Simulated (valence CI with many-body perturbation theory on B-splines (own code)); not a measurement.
**Energy levels of Fe20+**

Calculated by configuration interaction combined with many-body perturbation theory (CI+MBPT): four valence electrons over a frozen Dirac-Fock core [He], radial functions for each j: 11 s, 11 p, 10 d, 8 f, 5 g, 2 h, with the one-electron correlation potential Σ1, the two-electron term Σ2, the three-electron term Σ3, Breit, model QED; selected CI, second order for the rest, scaled by the run's own slope (own B-spline code, finite nucleus).

No measured spectrum was set against this ion. As an estimate, levels of excited configurations hold to 0.05 to 0.15 % of their energy, terms of the ground configuration to about 0.5 %. Among the levels kept, up to 1000 cm⁻¹ of a level comes from second order outside the variational space, and about a tenth of that is noise between levels of different J, which matters for small intervals.

Levels 91 to 135 of 195, with energies above the lowest level, 2s²2p² ³P_0. "Leading %" is the weight of the configuration and term that name the level; weights of strongly mixed levels are sums over their largest components and can fall short, so below about 35 % the name and the second component can differ from the true leading terms, or belong to a minority configuration. In the jj column 3d3/2^4 stands for four electrons in 3d with j = 3/2. Lifetimes count E1, E2, E3, M1 and M2 decay at the calculated energies, and are blank where another channel may lead or the interval is too uncertain; long ones can be off by a factor of two.

```csv
No.,Configuration,Term,J,E (eV),Leading %,Lifetime,Leading jj
91,2s2p²3p,³F°,3,1071.1,93,2.36 ps,2s 2p1/2 2p3/2 3p3/2 (45 %)
92,2s2p²3d,⁵P,1,1071.1,89,37.9 fs,2s 2p1/2 2p3/2 3d3/2 (50 %)
93,2s2p²3d,³F,3,1071.5,81,105 fs,2s 2p1/2 2p3/2 3d5/2 (45 %)
94,2s2p²3p,³D°,1,1071.6,69,316 fs,2s 2p1/2 2p3/2 3p1/2 (72 %)
95,2s2p²3p,¹D°,2,1072.7,52,208 fs,2s 2p1/2 2p3/2 3p3/2 (49 %)
96,2s2p²3s,³S,1,1074.2,50,361 fs,2s 2p3/2^2 3s (72 %)
97,2s2p²3p,³F°,4,1074.2,94,97.0 ps,2s 2p3/2^2 3p3/2 (55 %)
98,2s2p²3d,³P,0,1074.3,92,105 fs,2s 2p3/2^2 3d5/2 (56 %)
99,2s2p²3p,³D°,2,1074.9,87,956 fs,2s 2p3/2^2 3p1/2 (34 %)
100,2s2p²3p,¹F°,3,1075.0,87,147 fs,2s 2p1/2 2p3/2 3p3/2 (48 %)
101,2s2p²3s,³P,2,1076.1,90,423 fs,2s 2p3/2^2 3s (74 %)
102,2s2p²3p,³D°,3,1076.9,92,964 fs,2s 2p1/2 2p3/2 3p3/2 (44 %)
103,2s2p²3p,¹P°,1,1076.9,57,188 fs,2s 2p1/2 2p3/2 3p3/2 (63 %)
104,2s2p²3d,³F,4,1077.4,86,104 fs,2s 2p3/2^2 3d5/2 (42 %)
105,2s2p²3p,³P°,0,1077.7,78,1.13 ps,2s 2p1/2 2p3/2 3p3/2 (64 %)
106,2s2p²3s,¹P,1,1078.1,77,199 fs,2s 2p3/2^2 3s (71 %)
107,2s2p²3s,¹S,0,1079.3,74,574 fs,2s 2p3/2^2 3s (85 %)
108,2s2p²3p,³P°,1,1079.3,82,582 fs,2s 2p1/2 2p3/2 3p3/2 (61 %)
109,2s2p²3d,³D,1,1080.5,85,76.4 fs,2s 2p1/2 2p3/2 3d5/2 (66 %)
110,2s2p²3d,³D,2,1081.0,78,78.4 fs,2s 2p1/2 2p3/2 3d5/2 (50 %)
111,2s2p²3d,³D,3,1081.8,88,65.4 fs,2s 2p1/2 2p3/2 3d5/2 (39 %)
112,2s2p²3p,³P°,2,1081.9,79,447 fs,2s 2p3/2^2 3p3/2 (59 %)
113,2s2p²3p,³P°,0,1082.2,84,785 fs,2s 2p1/2 2p3/2 3p1/2 (37 %)
114,2s2p²3p,³D°,1,1085.7,54,420 fs,2s 2p1/2 2p3/2 3p1/2 (52 %)
115,2s2p²3p,³D°,2,1088.3,48,901 fs,2s 2p1/2 2p3/2 3p3/2 (47 %)
116,2s2p²3p,³P°,1,1089.0,70,437 fs,2s 2p1/2 2p3/2 3p3/2 (47 %)
117,2s2p²3d,³G,3,1095.1,86,4.11 ps,2s 2p1/2 2p3/2 3d3/2 (81 %)
118,2s2p²3d,³G,4,1096.6,86,540 fs,2s 2p1/2 2p3/2 3d5/2 (58 %)
119,2s2p²3p,¹S°,0,1097.3,59,2.79 ps,2s 2p3/2^2 3p3/2 (46 %)
120,2s2p²3d,³F,2,1097.8,90,49.3 fs,2s 2p1/2 2p3/2 3d3/2 (64 %)
121,2s2p²3d,³G,5,1098.6,95,210 ps,2s 2p3/2^2 3d5/2 (54 %)
122,2s2p²3d,³F,3,1098.7,69,55.4 fs,2s 2p1/2 2p3/2 3d5/2 (70 %)
123,2s2p²3d,³D,1,1099.4,94,45.7 fs,2s 2p1/2 2p3/2 3d3/2 (52 %)
124,2s2p²3d,³F,4,1099.8,79,53.8 fs,2s 2p1/2 2p3/2 3d5/2 (56 %)
125,2s2p²3d,³D,2,1100.3,93,46.0 fs,2s 2p1/2 2p3/2 3d5/2 (43 %)
126,2s2p²3p,¹P°,1,1100.5,42,239 fs,2s 2p3/2^2 3p1/2 (67 %)
127,2s2p²3d,³D,3,1101.1,71,50.4 fs,2s 2p3/2^2 3d3/2 (35 %)
128,2s2p²3p,³D°,3,1101.4,90,519 fs,2s 2p3/2^2 3p3/2 (70 %)
129,2s2p²3p,³P°,2,1101.5,54,1.71 ps,2s 2p3/2^2 3p3/2 (63 %)
130,2s2p²3p,³S°,1,1102.1,55,255 fs,2s 2p3/2^2 3p1/2 (57 %)
131,2s2p²3p,³P°,2,1102.6,75,473 fs,2s 2p3/2^2 3p3/2 (38 %)
132,2s2p²3p,³P°,0,1103.1,92,2.10 ps,2s 2p3/2^2 3p1/2 (48 %)
133,2s2p²3d,¹F,3,1103.9,49,79.9 fs,2s 2p3/2^2 3d5/2 (52 %)
134,2s2p²3d,³P,0,1103.9,97,55.0 fs,2s 2p1/2 2p3/2 3d3/2 (54 %)
135,2s2p²3p,³P°,1,1104.2,59,388 fs,2s 2p3/2^2 3p3/2 (66 %)
```

Names give the largest LS component (configuration and term), which can be under half, so a name can repeat, a term be missing and a line seem to break the LS rules; names also repeat where a configuration has a term twice.
